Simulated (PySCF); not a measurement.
Neon: a sound run and one with changed settings

Sound run: Ne²⁺ [He] 2s2 2p4, Ne³⁺ [He] 2s2 2p3. Computed with PySCF 2.14 in 6-31G* (3s2p1d, 14 functions), with the non-relativistic Hamiltonian (point nucleus). In the sound run the correlated levels freeze 1s2. The sound run starts from symmetry-adapted Hartree-Fock orbitals and uses a fine grid where one is needed.

A second run was set up differently.

```tsv
species	method	sound run (hartree)	changed run (hartree)	converged
Ne²⁺	MP2	-126.35644	-126.35741	yes
Ne²⁺	CCSD(T)	-126.36661	-126.36750	yes
Ne³⁺	MP2	-124.06439	-124.06524	yes
Ne³⁺	CCSD(T)	-124.07318	-124.07398	yes
```

Ionisation energy of Ne²⁺:

```csv
method,sound run (eV),changed run (eV)
UHF,61.719,61.719
MP2,62.370,62.373
SCS-MP2,62.348,62.349
CCSD,62.394,62.396
CCSD(T),62.407,62.410
```

Task: What was changed?
A. basis contracted for another Hamiltonian
B. minimal basis
C. a valence shell is frozen
D. all electrons correlated in a valence basis

Result: D. A valence basis has no tight correlating functions, so it recovers only part of the core correlation, and not evenly between atom and ion.
